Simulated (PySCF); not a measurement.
Ga(H)(Cl)(OMe) (CH4ClGaO), SMILES [Cl][GaH][O]C.

The structure is a stationary point at PBE0-D3(BJ)/def2-SVP. The structure was generated by enumeration; whether it is a known compound was not checked. Other conformers were not sampled.

Level of theory: PBE/def2-TZVP (PySCF).

| Property | Result |
|---|---|
| total energy | -2500.29746 hartree |
| point group | Cs |
| highest occupied level | -6.70 eV |
| lowest empty level | -1.92 eV |
| orbital gap | 4.77 eV |
| dipole moment | 2.47 D |
| quadrupole, principal values (traceless, Buckingham form, about the centre of nuclear charge) | -2.94, -0.07, 3.01 D·Å |
| mean static polarisability | 58.1 bohr³ (8.61 Å³) |
| polarisability, principal values | 42.8, 54.5, 77.0 bohr³ |
